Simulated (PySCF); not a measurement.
Compound: C₂H₆BN.
Numbering: `[BH2:1][N:2]1[CH2:3][CH2:4]1` (hydrogens: H5, H6 on B1; H7, H8 on C3; H9, H10 on C4)

Theory: PBE0-D3(BJ)/def2-SVP geometry optimisation, gas phase (PySCF).

Q: Give the optimised bond lengths and angles.

A: 
| bond | length (Å) |
| --- | --- |
| B1–N2 | 1.381 |
| N2–C3, N2–C4 | 1.418 |
| C3–C4 | 1.499 |
| B1–H5, B1–H6 | 1.210 |
| C3–H7 and 3 like bonds | 1.097 |

Bonds in one row agree within 0.01 Å and their mean is given. A selection of angles:
| angle | degrees |
| --- | --- |
| N2–B1–H5 | 118.7 |
| H5–B1–H6 | 122.6 |
| B1–N2–C3 | 148.2 |
| C3–N2–C4 | 63.8 |
| N2–C3–C4 | 58.1 |
| N2–C3–H7 | 117.5 |
| C4–C3–H7 | 118.7 |
| H7–C3–H8 | 114.7 |

Torsions: B1–N2–C3–C4 180° (antiperiplanar); B1–N2–C4–C3 180° (antiperiplanar).

B1 (three-coordinate boron) is planar (angles 122.6°, 118.7° and 118.7°, sum 360.0°, 0.00 Å off the plane of its three neighbours). The 4 heavy atoms lie in one plane (0.000 Å rms). N2 (boron-bound nitrogen) is planar (angles 148.2°, 148.0° and 63.8°, sum 360.0°, 0.00 Å off the plane of its three neighbours). The 3-membered ring N2–C3–C4 has internal angles of 58.1° to 63.8°.

Point group: C2v (every atom within 0.08 Å of its image). No PBE0-D3(BJ)/def2-SVP frequencies stand behind this structure, so it isn't proved a minimum.
